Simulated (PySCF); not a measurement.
PySCF input for Br4Zr, SMILES [Br][Zr-]([Br])([Br])[Br] (connectivity only; charge and spin as stated), charge -1, multiplicity 2, IEF-PCM-ωB97X/def2-SVPD. Coordinates come from a B3LYP-D3(BJ)/def2-SVPD optimisation. The spin state was assumed, not searched. The def2 effective core potentials stand for the cores of Zr; spin–orbit coupling is left out.

```python
import numpy as np
from pyscf import gto, scf, dft
from pyscf.solvent import pcm

mol = gto.M(
    atom='''
    Zr    0.00000000    0.00000000   -0.00000000
    Br   -1.44726357    1.44726356    1.60117982
    Br   -1.44726356   -1.44726356   -1.60117984
    Br    1.44726356   -1.44726357    1.60117982
    Br    1.44726357    1.44726357   -1.60117979
    ''',
    basis='def2-SVPD',
    ecp={'Zr': 'def2-svp'},
    charge=-1,
    spin=1,
    max_memory=1600,
    verbose=3,
)
mf = dft.UKS(mol, xc='wb97x').density_fit(auxbasis='def2-universal-jkfit')
mf.grids.level = 3
mf.conv_tol = 1e-9
mf.max_cycle = 100
mf.kernel()
fine, coarse = mf.grids, dft.Grids(mol).set(level=1).build(with_non0tab=True)
for _ in range(3):  # follow internal instabilities
    mf.grids = coarse
    mo, _, stable, _ = mf.stability(return_status=True, nroots=4)
    mf.grids = fine
    if stable:
        break
    mf.kernel(mf.make_rdm1(mo, mf.mo_occ))
res = {}
for name, eps in {'water': 78.355, 'toluene': 2.3741, 'chlorobenzene': 5.6968}.items():
    s = mf.PCM()
    s.with_solvent.method, s.with_solvent.eps, s.with_solvent.lebedev_order = 'IEF-PCM', eps, 17
    s.kernel(mf.make_rdm1())
    res[name] = (s.e_tot, eps, s.dip_moment(), s.mo_energy, s.converged)
    print(f'{name}: electrostatic solvation free energy {(s.e_tot - mf.e_tot) * 627.509474:.3f} kcal/mol')
```

Log of the run:

```

WARN: HOMO -0.371384637183543 >= LUMO -0.37138463718354


WARN: HOMO 0.165585010514959 >= LUMO 0.166279066090813

converged SCF energy = -10342.928242817  <S^2> = 0.751991  2S+1 = 2.00199
<class 'pyscf.df.df_jk.DFUKS'> wavefunction is stable in the internal stability analysis

WARN: PCM is an experimental feature. It is still in testing.
Features and APIs may be changed in the future.

converged SCF energy = -10342.9944468581  <S^2> = 0.75194683  2S+1 = 2.0019459

WARN: System has nonzero charge -1; the dipole moment is origin-dependent.
Location of origin: [0. 0. 0.]

Dipole moment(X, Y, Z, Debye):  0.00000,  0.00000, -0.00000
water: electrostatic solvation free energy -41.544 kcal/mol

WARN: PCM is an experimental feature. It is still in testing.
Features and APIs may be changed in the future.

converged SCF energy = -10342.9659458075  <S^2> = 0.75197436  2S+1 = 2.0019734

WARN: System has nonzero charge -1; the dipole moment is origin-dependent.
Location of origin: [0. 0. 0.]

Dipole moment(X, Y, Z, Debye):  0.00000,  0.00000, -0.00000
toluene: electrostatic solvation free energy -23.659 kcal/mol

WARN: PCM is an experimental feature. It is still in testing.
Features and APIs may be changed in the future.

converged SCF energy = -10342.9827575576  <S^2> = 0.75196066  2S+1 = 2.0019597

WARN: System has nonzero charge -1; the dipole moment is origin-dependent.
Location of origin: [0. 0. 0.]

Dipole moment(X, Y, Z, Debye):  0.00000,  0.00000, -0.00000
chlorobenzene: electrostatic solvation free energy -34.209 kcal/mol
```

Self-consistency was reached.
